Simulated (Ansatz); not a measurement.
`FC[SiH2][SiH3]` and `N#C[SiH2]CF` differ in one atom or group.

Ansatz, PBE0-D4/def2-TZVP geometries, multiplicity 1. Each molecule was computed in one conformer, which needn't be the lowest.

| property | `FC[SiH2][SiH3]` |
| --- | --- |
| HOMO–LUMO gap (B3LYP/def2-TZVPP) / eV | 7.83 |
| HOMO energy (B3LYP/def2-TZVPP) / eV | -8.07 |
| HOMO energy (ωB97M-V/def2-TZVPP) / eV | -10.33 |
| HOMO energy (PBE0/def2-TZVPP) / eV | -8.26 |
| LUMO energy (ωB97M-V/def2-TZVPP) / eV | 1.64 |
| size of the dipole moment (ωB97M-V/def2-TZVPP) / D | 1.48 |

(1) What does the change do to each property? (An estimate is asked.)

## Answers

(1) Ansatz gave: 
```json
{"property": "HOMO–LUMO gap (B3LYP/def2-TZVPP) / eV", "`N#C[SiH2]CF`": "8.01", "shift": "0.18"}
{"property": "HOMO energy (B3LYP/def2-TZVPP) / eV", "`N#C[SiH2]CF`": "-9.09", "shift": "-1.02"}
{"property": "HOMO energy (ωB97M-V/def2-TZVPP) / eV", "`N#C[SiH2]CF`": "-11.59", "shift": "-1.26"}
{"property": "HOMO energy (PBE0/def2-TZVPP) / eV", "`N#C[SiH2]CF`": "-9.31", "shift": "-1.05"}
{"property": "LUMO energy (ωB97M-V/def2-TZVPP) / eV", "`N#C[SiH2]CF`": "1.14", "shift": "-0.50"}
{"property": "size of the dipole moment (ωB97M-V/def2-TZVPP) / D", "`N#C[SiH2]CF`": "1.94", "shift": "0.46"}
```

With PBE0 the HOMO falls by 1.05 eV and the LUMO falls by 0.79 eV, so the gap widens by about 0.26 eV. PBE moves the HOMO by -0.76 eV and ωB97M-V by -1.26 eV. Dipoles are sizes alone; their direction can turn.

B3LYP here is the variant with VWN-RPA as its local correlation; programs differ in this.
